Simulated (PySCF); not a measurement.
**Structure elucidation problem**

The spectra below were simulated for a compound C$_{5}$H$_{9}$B$_{2}$N.

$^{1}$H NMR (600 MHz, computed): δ 7.65 (br, 2H), 7.18 (m, 2H), 6.55 (m, 2H), 5.79 (br, 1H), 3.20 (t, J = 8.7 Hz, 2H).

$^{13}$C{$^{1}$H} NMR (computed): δ 135.5 (2C), 124.4 (2C), 43.5.

PySCF calculation with B3LYP/pcJ-1 coupling constants (spin–dipole term only in couplings to heteroatoms), σ from GIAO-CAM-B3LYP/pcSseg-1 and coordinates at the PBE0-D3(BJ)/def2-SVP level; rapidly exchanging positions averaged, relativity neglected, one computed conformer, no solvent model.

δ = σ(ref) − σ, references computed at the same level: $^{1}$H (σref 31.33) and $^{13}$C (σref 182.45) vs TMS.

Propose a structure and justify it.

## Answers


1. 3 carbon signals for 5 carbons: some carbons are equivalent by symmetry or fast rotation.
2. Carbon types of the structure: 4 × CH, 1 × CH2, leaving 3 H on heteroatoms.
3. δC 135.5: aromatic CH next to a ring nitrogen.
4. δC 124.4: aromatic CH.
5. δH 7.65: hydrogen on a boron bonded to C.
6. δH 7.18: hydrogen on an aromatic CH next to a ring nitrogen; the ring current deshields protons in the ring plane.
7. δH 6.55: hydrogen on an aromatic CH; aromatic region.
8. δH 5.79: hydrogen on a boron bonded to C, N.
9. δH 3.20: hydrogen on an sp3 CH2 bonded to 2 B.

These data were computed for `BCBn1cccc1`.

The data come from this structure; uniqueness wasn't tested.

Hydrogens on boron are broadened and split by $^{11}$B (spin 3/2, 80 %) and 10B (spin 3). A carbon bonded to boron is broadened by the quadrupolar boron nucleus and is often missing from a measured spectrum. Multiplet labels drop couplings under 1 Hz and merge nearly equal ones. Couplings among chemically equivalent protons are left out too, so labels in AA′BB′ or AA′XX′ sets are apparent multiplicities. Unscaled 3J(H,H) at this level run about 10 % above measured values. Shifts are as computed, not scaled to solution data. Of 1313 compounds with measured shifts, 239 miss one by over three times the rms of a fit or turn the order of signals round; such compounds aren't used in these exercises. 3J across rotatable bonds or in flexible rings reflects this conformer alone.
